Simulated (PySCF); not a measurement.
Compound: C2H8N2Si.
Bonds: C1–C2 (double), C2–Si3, Si3–N4, Si3–N5. Hydrogens: H6, H7 on C1; H8 on C2; H9 on Si3; H10, H11 on N4; H12, H13 on N5.

Level: wB97X-D/def2-SVPD in PySCF, non-relativistic, on one gas-phase PBE0-D3(BJ)/def2-SVP geometry that isn't relaxed in the solvent. The solvent is an IEF-PCM continuum (Bondi radii, 1.10 Å for H, scaled by 1.2). Specific hydrogen bonds and non-electrostatic terms are outside this model.

Gas phase at wB97X-D/def2-SVPD: HOMO -9.12 eV, LUMO 1.42 eV, dipole 0.37 D.

What does the continuum do to the energy, the frontier levels and the dipole at wB97X-D/def2-SVPD in cyclohexane and chloroform?

| solvent | ε | E(solvent) − E(gas) (kcal/mol) | polarisation term (kcal/mol) | distortion of the solute (kcal/mol) | HOMO (eV) | LUMO (eV) | dipole (D) |
| --- | --- | --- | --- | --- | --- | --- | --- |
| cyclohexane | 2.017 | -2.07 | -2.14 | 0.07 | -9.12 | 1.41 | 0.41 |
| chloroform | 4.711 | -3.79 | -4.03 | 0.24 | -9.13 | 1.40 | 0.43 |

The first energy column is the sum of the next two and covers electrostatics alone. From cyclohexane to chloroform the lowering changes by a factor 1.83, Onsager's factor (ε − 1)/(2ε + 1) by 1.76 and ε itself by 2.3.

How does the static polarisability (wB97X-D/def2-SVPD, frozen core, with the continuum's full static response) change?

```tsv
medium	isotropic (au)	principal values (au)	⟨r²⟩ of the electrons (bohr²)
gas	67.9	58.0, 65.2, 80.4	606.5
cyclohexane	76.2	64.8, 73.1, 90.6	606.2
chloroform	84.1	71.6, 80.7, 99.9	605.9
```

The isotropic value in chloroform is 1.24 times the gas-phase one; no cavity-field correction is applied. ⟨r²⟩ is taken about the centre of nuclear charge.

Conformer computed: `[CH2:1]=[CH:2][SiH:3]([NH2:4])[NH2:5]`: C1–C2–Si3–N4 -21°, H–N4–Si3–C2 -46°, H–N4–Si3–C2 170°, H–N5–Si3–C2 -51°, H–N5–Si3–C2 91°.

The pairwise dispersion term of wB97X-D wasn't added to the energies; at a given geometry it leaves orbitals and properties as they are.
